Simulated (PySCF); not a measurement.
GeH2, SMILES [GeH2] (connectivity only; charge and spin as stated), neutral, multiplicity 1.

Geometry optimised at B3LYP-D3(BJ)/def2-TZVPD. The isomer is the one that the SMILES or the coordinates give; other isomers of the formula were not compared.

Vertical ionisation energy (IE) and electron affinity (EA) in eV. Rows of orbital energies are one-electron estimates. Where ΔSCF, EOM or ADC give a negative EA the extra electron is unbound and the value depends on the basis.

| level | IE | EA |
|---|---|---|
| −ε(HOMO), −ε(LUMO), B3LYP/def2-TZVPD (PySCF) | 6.77 | 3.32 |
| −ε(HOMO), −ε(LUMO), PBE/def2-TZVPD (PySCF) | 5.90 | 3.95 |
| ADC(2)/aug-cc-pVDZ (PySCF) | … | … |

Task: Complete the blanks. (The exact figures need the calculation; the answer reports its results.)

Result: 
- ADC(2)/aug-cc-pVDZ (PySCF), IE: 9.10
- ADC(2)/aug-cc-pVDZ (PySCF), EA: 0.99

Task: Beyond the first one, list the lowest photoelectron lines from ADC(2)/aug-cc-pVDZ (PySCF) with their pole strengths (two spins summed). (The exact figures need the calculation; the answer reports its results.)

Result: 11.43 eV (1.86), 17.18 eV (1.73).
